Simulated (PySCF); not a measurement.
CrF3, SMILES [F][Cr]([F])[F] (connectivity only; charge and spin as stated), neutral, multiplicity 4. Atoms are numbered in the order given.

```xyz
4

Cr     0.0000     0.0000     0.0000
F     -1.7126     0.0000     0.0000
F      0.8563     1.4832     0.0000
F      0.8563    -1.4832     0.0000
```
Charge 0, spin multiplicity 4.

Geometry: TPSSh-D3(BJ)/def2-SVP. The spin state was assumed, not searched.

Computed with CAM-B3LYP/def2-TZVPD (PySCF).

Mulliken values depend strongly on the basis, most of all with diffuse functions as here. Atomic charges (e):

```tsv
atom	meta-Löwdin	Mulliken	Mulliken spin
Cr1	___	2.00	2.99
F2	___	-0.67	0.00
F3	___	-0.67	0.00
F4	___	-0.67	0.00
```

### Question
Fill in the missing entries. (The exact figures need the calculation; the answer reports its results.)

### Answer

- Cr1, meta-Löwdin: 1.58
- F2, meta-Löwdin: -0.53
- F3, meta-Löwdin: -0.53
- F4, meta-Löwdin: -0.53
